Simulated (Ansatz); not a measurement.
Total energies of `C[CH2][AlH][CH]=N`.

```xyz
13

C    -0.4818    1.6516   -0.4533
C    -0.9969    0.2158   -0.6277
Al    0.4522   -1.1038   -0.6933
C     1.2897   -1.5315    1.0566
N     0.8592   -1.0520    2.1598
H    -1.3006    2.3755   -0.4052
H     0.1620    1.9571   -1.2834
H     0.1034    1.7688    0.4635
H    -1.5941    0.1457   -1.5432
H    -1.6843   -0.0276    0.1920
H     0.9819   -1.7620   -2.0414
H     2.1592   -2.1948    1.1692
H     0.0500   -0.4427    2.0062
```

Charge 0, multiplicity 1. The structure was optimised at the PBE0-D4/def2-TZVP level. It is one conformer, not always the lowest. Basis def2-TZVPP, Ansatz.

RPA on PBE orbitals: Hartree–Fock energy of these orbitals -414.61127 Eh, correlation -1.34525 Eh (frozen core).

| functional | energy without D4 (Eh) | D4 term (kJ/mol) |
| --- | --- | --- |
| BHLYP | -416.23926 | -28.5 |
| LC-ωPBE | -416.14984 | – |

Q: Give the same for LDA (SPW92), PBE, revPBE, BLYP, r2SCAN, B97M-V, PBE0, B3LYP, r2SCANh, r2SCAN0, HSE06 (plane-wave form), CAM-B3LYP, ωB97X-V, ωB97M-V, B2PLYP, PBE-QIDH. (Best estimate.)

A: Computed: 
```tsv
functional	energy without D4 (Eh)	D4 term (kJ/mol)
LDA (SPW92)	-413.70665	–
PBE	-415.97455	-23.4
revPBE	-416.24316	-71.1
BLYP	-416.27054	-50.8
r2SCAN	-416.21136	-6.1
B97M-V	-416.28626	–
PBE0	-416.01802	-19.9
B3LYP	-416.38181	-37.4
r2SCANh	-416.20133	-6.4
r2SCAN0	-416.18735	-7.1
HSE06 (plane-wave form)	-416.00162	-18.6
CAM-B3LYP	-416.25778	-20.2
ωB97X-V	-416.25600	–
ωB97M-V	-416.24270	–
B2PLYP	-416.07460	–
PBE-QIDH	-415.90329	–
```

B3LYP takes the VWN-RPA correlation (the form of Gaussian; ORCA's B3LYP/G). HSE06 is the plane-wave form, built on full-range PBE exchange. The double hybrids freeze the cores in their second-order part.

LC-ωPBE has ω = 0.4 bohr⁻¹.
